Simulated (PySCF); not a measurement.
NMR data simulated for an unnamed compound:

¹H NMR (600 MHz, computed): δ 8.45 (s, 1H), 6.25 (d, 1H), 5.32 (m, 1H), 1.86 (d, 3H), 0.91 (s, 6H).

¹³C{¹H} NMR (computed): δ 164.8 (CH), 138.2 (CH), 125.4 (CH), 19.2 (CH3), 11.5 (CH3).

Single conformer, no relativistic terms, averaged over atoms made equivalent by symmetry, fast rotation or ring inversion, no solvent model. PBE0-D3(BJ)/def2-SVP structure; σ from GIAO-PBE/pcSseg-1; PySCF.

Referencing at the same level of theory: TMS for ¹H, ¹³C.

Q: Which of these does the molecule contain: a non-aromatic C=C double bond, a heteroaromatic ring, an OH group, a carboxylic acid, an amide?

A: 
- A non-aromatic C=C double bond: yes.
- A heteroaromatic ring: no.
- An OH group: no.
- A carboxylic acid: no.
- An amide: yes (δC 164.8; δH 8.45 (s)).

The data belong to `C/C=C/N(C=O)B(C)C`, C₆H₁₂BNO; they needn't prove each group on their own.

Carbon signals by region: 1 in the far downfield region (above 160 ppm), 2 in the sp2 and nitrile region (100–160 ppm), 2 below 50 ppm. Above 160 ppm: 164.8, amide carbonyl carbon.

A carbon bonded to boron is broadened by the quadrupolar boron nucleus and is often missing from a measured spectrum. Shifts are as computed. Against solution values, carbons near 30 ppm lie about +2 ppm off and those near 130 ppm about +2 ppm. Of 1309 compounds with measured shifts, 239 miss one by over three times the rms of a fit or turn the order of signals round; such compounds aren't used in these exercises. Multiplicities follow the n + 1 count of equivalent neighbours, as no J values were calculated; m marks all less simple cases, F and P coupling included.
